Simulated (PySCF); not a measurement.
## Electron correlation in Ag⁺ (silver, charge +1)

[Kr] 4d10, closed-shell 1S. Computed with PySCF 2.14 in aug-cc-pVTZ-PP with ECP28MDF (6s6p5d3f2g, 88 functions), with a scalar-relativistic core potential. Frozen: 4s2 4p6; 10 electrons correlated.

| level | correlation energy (mhartree) |
| --- | --- |
| CCSD | -344.03 |
| (T) | -12.85 |
| CCSD(T) | -356.88 |

Diagnostics: T1 = 0.0023, D1 = 0.0032, largest double amplitude 0.018.

Q: Is a single reference adequate?

A: Yes, within this model without spin-orbit coupling: T1 lies below 0.03 and no double amplitude reaches 0.07.
